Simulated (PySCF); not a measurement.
Polarisability and C₆ of Co (cobalt, neutral)

[Ar] 3d7 4s2, high-spin 4F determinant. Computed with PySCF 2.14 in aug-cc-pVTZ (8s7p5d3f2g, 93 functions), with the non-relativistic Hamiltonian (point nucleus). Coupled (time-dependent) response in atomic units; α is the mean over directions.

```
method  mean α (bohr³)  C₆ (like pair)  S(−4)
 wB97X           55.36           468.5   1588
```

S(−4) is the Cauchy moment in α(ω) = α(0) + S(−4) ω² + …

Reference α: 55 ± 4 bohr³ (recommended; Schwerdtfeger and Nagle, table of static dipole polarizabilities (2023 update)). Published C₆: 408.0 (Chu and Dalgarno (2004); Tang, Norbeck and Certain (1976)).

α(iu) at wB97X:

```
u (hartree)  α(iu) (bohr³)
          0          55.36
     0.0500          51.69
      0.100          43.30
      0.200          27.14
      0.300          17.55
      0.500          9.159
      0.750          5.382
       1.00          3.723
       1.50          2.225
       2.00          1.532
       3.00         0.8833
       5.00         0.4181
```

A single London oscillator, α(iu) = α/(1 + u²/ω²), gives C₆ = (3/4) ω α². Matching the computed C₆ needs ω = 4 × 468.5 / (3 × 55.36²) = 0.204 hartree.
